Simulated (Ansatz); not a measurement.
`OC[B](Cl)[GeH3]` + `C#N` → `OCBCl` + `N#[C][GeH3]`  (formal exchange of groups at a B–Ge bond)

Isolated molecules relaxed with PBE0-D4/def2-TZVP in Ansatz; ΔE leaves out vibrations. CCSD(T)/CBS is the MP2 limit (def2-TZVPP, def2-QZVPP) plus CCSD(T) − MP2 in def2-TZVPP, frozen cores. This one scheme is used for every species. DFT in def2-TZVPP. For Ge outer-core shells are correlated without core-valence functions, which leaves a few kJ/mol of doubt a bond. Scalar relativity is left out up to krypton. One conformer a species, not always the lowest.

```
         level  ΔE (kJ/mol)
           PBE        -34.1
MP2/def2-TZVPP        -41.7
```

Question: What does CCSD(T)/CBS give? (Estimate.)

Answer: The calculation gave: -34.7 kJ/mol. The listed levels differ from it by 0.6, -7.0 kJ/mol.

Largest T1 diagnostic among the species: 0.014.

The D4 term adds +6.7 kJ/mol with B3LYP and +3.9 kJ/mol with PBE0; it sums over pairs of atoms, weighted by their polarisabilities, and B3LYP, whose exchange is more repulsive, gets the larger term. From PBE to PBE0 (25 % exact exchange), in def2-TZVPP and without D4, ΔE moves by −3.3 kJ/mol. In def2-TZVPP, CCSD(T) changes the Hartree–Fock value by +18.9 kJ/mol (the triples alone add +1.7 kJ/mol) and MP2 by +15.4 kJ/mol.

B3LYP here is the variant with VWN-RPA as its local correlation; programs differ in this.
